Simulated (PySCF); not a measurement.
Computed shifts of a molecule C6H8N2, PBE0/pcSseg-1 (PySCF), GIAO, gas phase, equivalent atoms averaged, in ppm (number of nuclei): ¹⁵N: 72.1 (2). ¹³C: 145.0 (2), 120.3 (4). ¹H: 6.72 (4), 2.87 (4). References: ¹⁵N against NH3 (σ = 267.4 ppm); ¹³C against TMS (σ = 186.3 ppm); ¹H against TMS (σ = 31.56 ppm), references at their B3LYP-D3(BJ)/def2-TZVP geometries, non-relativistic. Geometry: PBE0-D3(BJ)/def2-SVP. The values are those of a single conformer.

Problem. Which structure fits?
A. CCc1ncccn1
B. Cc1nccnc1C
C. Cc1ccnc(C)n1
D. Nc1ccc(N)cc1

Solution. D, Nc1ccc(N)cc1
